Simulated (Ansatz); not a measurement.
`B[NH][Al]([CH3])[CH3]` and `B[CH2][Al]([CH3])[CH3]` differ in one atom or group.

Ansatz, PBE0-D4/def2-TZVP geometries, multiplicity 1. Each molecule was computed in one conformer, which needn't be the lowest.

```
                                        property  `B[NH][Al]([CH3])[CH3]`
size of the dipole moment (B3LYP/def2-TZVPP) / D                     1.81
           HOMO energy (ωB97M-V/def2-TZVPP) / eV                   -10.09
           LUMO energy (ωB97M-V/def2-TZVPP) / eV                     1.16
              HOMO energy (PBE0/def2-TZVPP) / eV                    -7.85
  size of the dipole moment (PBE/def2-TZVPP) / D                     1.93
             HOMO energy (B3LYP/def2-TZVPP) / eV                    -7.63
```

(1) Give the same properties after the change, and the shifts. (An estimate is asked.)

Answers

(1) The calculation gave: 
```csv
property,`B[CH2][Al]([CH3])[CH3]`,shift
size of the dipole moment (B3LYP/def2-TZVPP) / D,1.81,0.00
HOMO energy (ωB97M-V/def2-TZVPP) / eV,-9.96,0.13
LUMO energy (ωB97M-V/def2-TZVPP) / eV,0.32,-0.84
HOMO energy (PBE0/def2-TZVPP) / eV,-7.78,0.07
size of the dipole moment (PBE/def2-TZVPP) / D,1.95,0.02
HOMO energy (B3LYP/def2-TZVPP) / eV,-7.55,0.08
```

With PBE0 the HOMO rises by 0.07 eV and the LUMO falls by 0.93 eV, so the gap narrows by about 1.00 eV. PBE moves the HOMO by -0.05 eV and ωB97M-V by 0.13 eV. Dipoles are sizes alone; their direction can turn.

B3LYP here is the variant with VWN-RPA as its local correlation; programs differ in this.
